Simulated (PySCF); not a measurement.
# Orbital picture of RbBi

PBEsol at R = 3.569 Å; PySCF, scalar-relativistic core potentials, basis sets Rb def2-SVP with ECP28, Bi def2-SVP with ECP60. State: ³Σ⁻ (triplet), unpaired electrons π ↑↑. Only the outer orbitals are listed, counted within each symmetry, core potentials removing the inner ones.

```csv
spin,orbital,occ.,ε (eV),on Rb (%),main shells (%)
α,3π,1,-16.20,100,100 Rb p
α,3π,1,-16.20,100,100 Rb p
α,5σ,1,-16.08,99,99 Rb p
α,6σ,1,-12.99,1,98 Bi s
α,4π,1,-3.77,5,95 Bi p
α,4π,1,-3.77,5,95 Bi p
α,7σ,1,-3.54,16,"84 Bi p, 14 Rb s"
α,8σ,0,-1.76,90,"82 Rb s, 10 Bi p"
α,5π,0,-0.40,99,93 Rb p
α,5π,0,-0.40,99,93 Rb p
β,3π,1,-16.21,100,100 Rb p
β,3π,1,-16.21,100,100 Rb p
β,5σ,1,-16.09,99,99 Rb p
β,6σ,1,-11.98,2,98 Bi s
β,7σ,1,-2.99,31,"68 Bi p, 30 Rb s"
β,4π,0,-2.35,11,88 Bi p
β,4π,0,-2.35,11,88 Bi p
β,8σ,0,-1.76,78,"64 Rb s, 23 Bi p, 13 Rb p"
```

Task: Which are the highest filled and the lowest empty level, where do they sit, and how wide is the gap?

Result: Highest filled β 7σ at -2.99 eV (in %: 68 Bi p, 30 Rb s); lowest empty β 4π at -2.35 eV (in %: 88 Bi p); the gap at PBEsol is 0.64 eV.

| Property | Result |
| --- | --- |
| bond order (Mayer) | 0.92 |
| ⟨S²⟩ | 2.037 |
| charge on Rb (Mulliken, basis-dependent) | 0.41 |
| charge on Rb (Löwdin, basis-dependent) | 0.20 |
| dipole moment (positive dipole means Rb(−)Bi(+)) | -8.12 D |

These are scalar-relativistic numbers at best; spin–orbit coupling would shift them, the dissociation energy most. The state was picked by a PBE0 search and need not be the measured ground state.
